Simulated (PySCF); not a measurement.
**[PbOF]− at several levels of theory**

Computed with PySCF 2.14.0 (density fitting, no spin-orbit coupling) at the geometry relaxed with PBE0:

```xyz
3
[PbOF]− (singlet)
Pb    0.0114    0.0000   -0.4528
O     1.5326    0.0000    0.8074
F    -1.6749    0.0000    0.8828
```

```csv
level,basis,state,HOMO (eV),gap (eV),charge on Pb1 (e),dipole about the centre of mass (D),largest force component (eV/Å)
PBE0,"Pb def2-SVP with ECP60, O def2-SVP, F def2-SVP",singlet,-0.53,4.27,0.30,5.21,0.02
HF,the same,singlet,-3.52,9.65,0.65,6.37,0.98
TPSSh,the same,singlet,0.25,3.21,0.25,4.94,0.34
```

Charges are Mulliken's, which hang on the basis. The relaxation used the grid (50, 194), these runs (75, 302) or, all-electron (x2c bases, spin-free X2C Hamiltonian), (99, 590).

(1) What does PBE0 with Pb def2-TZVP with ECP60, O def2-TZVP, F def2-TZVP give here?

The highest filled level of some runs lies above zero, as often for anions with such functionals and bases.

Answers

(1) state singlet, HOMO (eV) -1.01, gap (eV) 4.21, charge on Pb1 (e) 0.49, dipole about the centre of mass (D) 5.90, largest force component (eV/Å) 0.50. Time: 3.9 s on 2 threads of Arm Neoverse V2, on a shared host, from free ions and atoms.
